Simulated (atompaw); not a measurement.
## PBE PAW (atompaw) dataset for promethium, scalar-relativistic all-electron reference.

* Element: promethium (Pm)
* Generator: atompaw 4.2.0.5
* Type: PAW
* Functional: PBE
* Relativity: scalar-relativistic
* Frozen core: [Kr] 4d10
* Valence charge: 15
* Reference configuration: 4f5 5s2 5p6 5d0 6s1 6p1
* Partial waves: 5s (bound): rc 1.65 bohr; 6s (bound): rc 1.95 bohr; 5p (bound): rc 2.10 bohr; 6p (bound): rc 3.00 bohr; 5d (bound, empty): rc 3.00 bohr; 5d channel at 3.7 Ry: rc 3.00 bohr; 4f (bound): rc 1.40 bohr; 4f channel at 0.8 Ry: rc 1.40 bohr
* Local potential: troulliermartins scheme with l = 4 at 0.5 Ry, radius 2.75 bohr
* Core correction: smooth core density matched at 1.70 bohr
* Augmentation charge: besselshape compensation charge, radius 3.00 bohr; PAW radius 3.00 bohr; waves and projectors: custom rrkj gramschmidtortho

What the tests gave:

```
Cutoffs needed                                           : 70 Ry and 110 Ry (the cutoffs (Ry, on a coarse ladder) from which the occupation-weighted sum of valence levels, in a spherical-Bessel basis at the reference potential, stays within 10 and 1 mRy of its value at 400 Ry)
Ghost test                                               : no extra level below or beside the all-electron valence levels (s, p, d, f tested) (spherical-Bessel basis up to 400 Ry, 20 bohr box)
Lowest eigenvalue of the overlap operator                : 0.09 (p channel)
Overlap eigenvalues printed by atompaw (projector basis) : 0.123, 0.266, 0.693, 2.95, 4.49, 8.21, 334, 1.41e+03
Share of each valence orbital outside the PAW sphere     : 5s 1 %, 6s 81 %, 5p 3 %, 6p 95 %, 5d 44 %, 4f 2 %
```

Generation and tests took about 22 s on one core of a shared server CPU.
